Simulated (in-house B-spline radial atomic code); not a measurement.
# wB97X excitations of the fluorine ion F⁷⁺

Method: wB97X. Computed with an all-electron radial atomic-structure program (B-spline basis): linear response of the closed shell 1s2 with the functional's adiabatic kernel; scalar-relativistic (spin-free one-electron X2C), finite nucleus, no spin-orbit coupling, no double excitations, S, P, D and F terms only.

Command:
```bash
python run_td.py task.json out
```
Settings (radii: box in bohr, nucleus in fm):
```
Z                        9
electrons                2
configuration            1s2
hamiltonian              x2c
method                   wb97x
box_radius               12.81
rms_radius               2.8976
intervals                71
```

Time taken, with all properties: 0.2 s on 1 thread of Intel(R) Xeon(R) Platinum 8375C CPU @ 2.90GHz (Ice Lake), on a shared host.

The lowest states, in the order of their Tamm-Dancoff energies; the method's threshold (minus the highest occupied level) is 913.96 eV. Labels give the largest channel, * marks a mixed state, and oscillator strengths are full-response dipole values. Semilocal kernels can invert the small singlet-triplet splittings of Rydberg terms. Energies in eV:

```
     state  full response  Tamm-Dancoff  oscillator strength
1s → 2s 3S         708.61        708.72                    -
1s → 2s 1S         717.67        717.82                    -
1s → 2p 3P         719.67        719.82                    -
1s → 2p 1P         725.47        725.60                 0.64
1s → 3s 3S         823.42        823.45                    -
1s → 3s 1S              ?             ?                    -
1s → 3p 3P              ?             ?                    -
1s → 3p 1P         827.77        827.80                0.137
1s → 3d 3D         828.20        828.21                    -
1s → 3d 1D         828.88        828.89                    -
```

(1) Where does 1s → 3p 3P lie?

(2) Where does 1s → 3s 1S lie?

(3) How large is the singlet-triplet splitting of 1s → 2s (S terms) in Tamm-Dancoff?

(4) What polarisabilities and dispersion coefficient does the method give?

## Answers

(1) At 826.29 eV in full response, 826.32 eV in Tamm-Dancoff.

(2) At 825.55 eV in full response, 825.59 eV in Tamm-Dancoff.

(3) 9.09 eV, from the unrounded values.

(4) Dipole 0.00163 bohr³, quadrupole 7.837e-05 bohr⁵, C6 6.254e-05 hartree·bohr⁶ for two such species.
